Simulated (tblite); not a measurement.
Compound: C5H2NO (doublet state).
SMILES: `N#Cc1[c]cco1`

Structure optimised with GFN2-xTB, isolated species. This method treats the open shell by occupation alone, without spin polarisation.

Masses are those of the commonest isotopes; rigid-rotor values at the optimised geometry. 

(1) Give the principal moments of inertia and the rotational constants in MHz.

(2) What kind of rotor is it?

(3) Is it planar, by Δ = Ic − Ia − Ib?

(4) Give the coordinates in the principal-axis frame, origin at the centre of mass.

(5) Estimate the classical rotational partition function at 25 K, 50 K and 200 K.

Answers

(1) Ia = 48.68, Ib = 247.91, Ic = 296.59 u·Å²; 505379 MHz·u·Å²/I gives A = 10382, B = 2039, C = 1704 MHz.

(2) A near-prolate asymmetric top. Ray's parameter κ = (2B − A − C)/(A − C) = -0.923; −1 is the prolate and +1 the oblate limit.

(3) Planar: Δ = Ic − Ia − Ib = 0.00 u·Å². For a rigid frame Δ = −2 Σ m c², so it vanishes when all atoms lie in the ab plane; here none is more than 0.01 Å from it.

(4) The sense of each axis is arbitrary; atoms in the order of the calculation.
```
atom  mass (u)   a (Å)   b (Å)  c (Å)
  N1    14.003   2.830  -0.026  0.000
  C2    12.000   1.683  -0.045  0.000
  C3    12.000   0.283  -0.102  0.000
  C4    12.000  -0.567  -1.172  0.000
  C5    12.000  -1.883  -0.704  0.000
  C6    12.000  -1.752   0.659  0.000
  O7    15.995  -0.468   1.036  0.000
  H8     1.008  -2.786  -1.276  0.000
  H9     1.008  -2.489   1.438  0.000
```

(5) Point group Cs, symmetry number σ = 1; q = (√π/σ)·√((kT/h)³/(ABC)), k/h = 20836.6 MHz/K: 3510 at 25 K, 9930 at 50 K, 79400 at 200 K.

For this open shell read J as N, the rotation without spin; fine and hyperfine splittings come on top. Its GFN2-xTB frequencies are all real (lowest 154 cm⁻¹). These are rigid-rotor constants of the computed structure; measured ground-state constants (B0) also hold zero-point vibration.

The run took under 0.1 s on Arm Neoverse V2, one thread, no GPU, shared host. That covers the optimisation of the geometry.
